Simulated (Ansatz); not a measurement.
```yaml
crystal:
  periodic: [false, false, false]
  atoms:
    - {symbol: K, position_ang: [0.151284, -0.068674, 1.783977]}
    - {symbol: N, position_ang: [0.354509, -1.913364, -0.103692]}
    - {symbol: K, position_ang: [-0.138581, 0.071120, -1.785023]}
    - {symbol: N, position_ang: [-0.353464, 1.913553, 0.103523]}
    - {symbol: H, position_ang: [1.246908, -2.420650, -0.196317]}
    - {symbol: H, position_ang: [-0.305822, -2.704481, -0.081356]}
    - {symbol: H, position_ang: [0.297190, 2.712604, 0.082396]}
    - {symbol: H, position_ang: [-1.252013, 2.409893, 0.196493]}
basis:
  gaussian: {orbitals: def2-mTZVP}
hamiltonian: {xc: {name: PBE-QIDH}}
scf: {lower_state_search: full}
output: {forces: true}
```

```sh
$ ansatz run in.yaml --threads 4 --pin off --events-out ev --progress --plain --max-ram 3916MiB
```

Shortened log:

```
Functional definition: PBE-QIDH
900 factors; integrals over basis functions are off by at most 1.1e-3 eV
mean field evaluation 1: about -35657.5699 eV, gradient 7.6e1 eV
mean field evaluation 2: about -35657.5730 eV, gradient 7.6e1 eV
mean field evaluation 4: about -35669.2256 eV, gradient 7.5e0 eV
mean field evaluation 8: about -35669.3717 eV, gradient 1.3e-1 eV
mean field evaluation 16: about -35669.3720 eV, gradient 4.9e-5 eV
mean field evaluation 32: about -35637.3877 eV, gradient 1.8e1 eV
mean field -35669.37200576 eV, -1310.8252436431 hartree, gradient 7.0e-6 eV, S^2 0.000000; 0 other end points of the search recorded, 0 dependent functions left out
12 core orbitals not correlated: weight in the atoms' cores, before any rotation towards them, 1.000 or more for the frozen orbitals, at most 0.000 for the correlated occupied ones
reference -35669.37203230 eV, -1310.8252446182 hartree; 16, 16 occupied and 58, 58 virtual orbitals, 900 factors
second order -13.69316816 eV of doubles, -0.00000000 eV of singles
Total energy: -35673.93642168 eV, -1310.9929828343 hartree
Atom 0 at     0.151284    -0.068674     1.783977 Å, force     0.003295    -0.002353     0.048959 eV/Å
Atom 1 at     0.354509    -1.913364    -0.103692 Å, force     0.166580    -0.921733    -0.050475 eV/Å
Atom 2 at    -0.138581     0.071120    -1.785023 Å, force    -0.004732     0.001861    -0.048700 eV/Å
Atom 3 at    -0.353464     1.913553     0.103523 Å, force    -0.174116     0.920212     0.051409 eV/Å
Atom 4 at     1.246908    -2.420650    -0.196317 Å, force    -0.282616     0.285371     0.034495 eV/Å
Atom 5 at    -0.305822    -2.704481    -0.081356 Å, force     0.166552     0.367527     0.001251 eV/Å
Atom 6 at     0.297190     2.712604     0.082396 Å, force    -0.161264    -0.369222    -0.001962 eV/Å
Atom 7 at    -1.252013     2.409893     0.196493 Å, force     0.286300    -0.281663    -0.034977 eV/Å
Dipole moment:     0.005807     0.001140    -0.000357 e Å
```

Hardware: 4 threads of Intel Xeon on a shared host. Wall time 8 s.

Correlated methods freeze 12 core orbitals; core or outer-core shells of K are correlated, in sets that lack core-valence functions.
